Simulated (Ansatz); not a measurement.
Basis sets compared for Sn12GeH20, an alloyed cluster cut from the lattice of tin (1 Ge, core). The state is a singlet with charge 0. Geometry PBE-D4/def2-SVP. Ansatz on 2 threads of AMD EPYC 7R13 on a shared host and a share (18 GiB) of an NVIDIA H100 80GB HBM3; times are rough, and most runs start from earlier orbitals.

| atom | x (Å) | y (Å) | z (Å) |
| --- | --- | --- | --- |
| Sn1 | -2.810 | 1.938 | -2.422 |
| Sn2 | 0.233 | -3.496 | 2.854 |
| Sn3 | -2.120 | 0.854 | 1.950 |
| Sn4 | -0.683 | -1.992 | -1.410 |
| Sn5 | 1.645 | 1.223 | -3.214 |
| Sn6 | 2.346 | 0.133 | 0.948 |
| Sn7 | 0.370 | 4.167 | 0.054 |
| Sn8 | -0.538 | -4.257 | 0.261 |
| Sn9 | -2.702 | -0.204 | -0.593 |
| Sn10 | -0.272 | 3.157 | -2.496 |
| Sn11 | 2.630 | -2.036 | 2.725 |
| Sn12 | 0.448 | 2.005 | 1.861 |
| Ge13 | 1.648 | -0.744 | -1.447 |
| H14 | -4.026 | 3.085 | -1.946 |
| H15 | -3.236 | 1.359 | -4.003 |
| H16 | 0.401 | -4.883 | 3.887 |
| H17 | -1.004 | -2.485 | 3.534 |
| H18 | -3.286 | 2.083 | 2.342 |
| H19 | -2.221 | -0.367 | 3.180 |
| H20 | -1.034 | -2.497 | -3.042 |
| H21 | 1.292 | 0.582 | -4.790 |
| H22 | 3.227 | 1.939 | -3.281 |
| H23 | 3.877 | 0.951 | 0.781 |
| H24 | -0.805 | 5.343 | 0.559 |
| H25 | 1.913 | 4.964 | 0.004 |
| H26 | -2.064 | -5.087 | 0.287 |
| H27 | 0.642 | -5.363 | -0.375 |
| H28 | -4.230 | -1.042 | -0.553 |
| H29 | -0.265 | 4.448 | -3.667 |
| H30 | 3.095 | -1.469 | 4.300 |
| H31 | 3.897 | -3.080 | 2.155 |
| H32 | 0.906 | 2.561 | 3.449 |
| H33 | 2.727 | -1.790 | -1.891 |

In the def2 sets Sn takes a core potential; there is no spin–orbit coupling. Single mean-field runs in def2-SVP, def2-TZVP are fitted with def2-universal-jkfit.

Binding counts from free atoms (Sn triplet, Ge triplet, H doublet) in the same basis, without a counterpoise term.

| level | functions | energy (Eh) | HOMO (eV) | LUMO (eV) | binding per atom (eV) | wall time |
| --- | --- | --- | --- | --- | --- | --- |
| PBE-D4/def2-SVP | 444 | -4660.2008 | -5.95 | -2.45 | 2.44 | 7 s |
| PBE0-D4/def2-SVP | 444 | -4660.4080 | -6.83 | -1.69 | 2.44 | 8 s |

Task: Estimate the rows for PBE-D4/def2-TZVP, PBE0-D4/def2-TZVP (with forces).

Result: 
```tsv
level	functions	energy (Eh)	HOMO (eV)	LUMO (eV)	binding per atom (eV)	wall time
PBE-D4/def2-TZVP	768	-4660.5582	-6.02	-2.59	2.45	9 s
PBE0-D4/def2-TZVP (with forces)	768	-4660.7526	-6.85	-1.78	2.45	18 s
```
